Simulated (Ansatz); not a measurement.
`C=C[SiH2]O[SiH2]F` + `N[SiH3]` → `C=C[SiH2]N[SiH3]` + `O[SiH2]F`  (ligand exchange at the Si–O bond)

Calculated with Ansatz (gas phase, PBE0-D4/def2-TZVP geometries, no zero-point term in ΔE). CCSD(T)/CBS adds triple-zeta CCSD(T) − MP2 to the extrapolated MP2 energy (def2 sets, frozen cores). This one scheme is used for every species. Functionals use def2-TZVPP. B3LYP here is the variant with VWN-RPA as its local correlation; programs differ in this. HSE06 is defined as in plane-wave codes. Each species was taken in one conformer, which may not be the lowest.

Q: Is it downhill or uphill in electronic energy at CCSD(T)/CBS, and by how much? (Estimate.)

A: The calculation gave: Uphill: ΔE = +47.2 kJ/mol.

Q: What do these levels give: PBE-D4, HSE06-D4, revPBE, B3LYP, r2SCAN0, HSE06, LC-ωPBE, RPA@PBE/def2-TZVPP, HF/def2-SVP, MP2/def2-SVP, SCS-MP2/def2-TZVPP, CCSD/CBS(def2)? (Estimate.)

A: Computed: PBE-D4 41.5, HSE06-D4 44.1, revPBE 43.1, B3LYP 52.0, r2SCAN0 49.6, HSE06 44.5, LC-ωPBE 46.6, RPA@PBE/def2-TZVPP 46.7, HF/def2-SVP 56.8, MP2/def2-SVP 43.8, SCS-MP2/def2-TZVPP 48.5, CCSD/CBS(def2) 49.7 kJ/mol.

Q: What do rigid-rotor, harmonic-oscillator terms from PBE0-D4/def2-TZVP frequencies (298.15 K, 1 bar) make of the CCSD(T)/CBS value? (Estimate.)

A: The calculation gave: ΔZPE = -0.3 kJ/mol, ΔH = +46.1 kJ/mol, ΔS = -7 J/(mol·K), ΔG = +48.0 kJ/mol. Modes under 50 cm⁻¹ make the entropy rough.

Largest T1 diagnostic among the species: 0.012.

From BLYP to BHLYP (50 % exact exchange), in def2-TZVPP and without D4, ΔE moves by +5.0 kJ/mol. In def2-TZVPP, CCSD(T) changes the Hartree–Fock value by −14.4 kJ/mol (the triples alone add −2.4 kJ/mol) and MP2 by −15.9 kJ/mol.
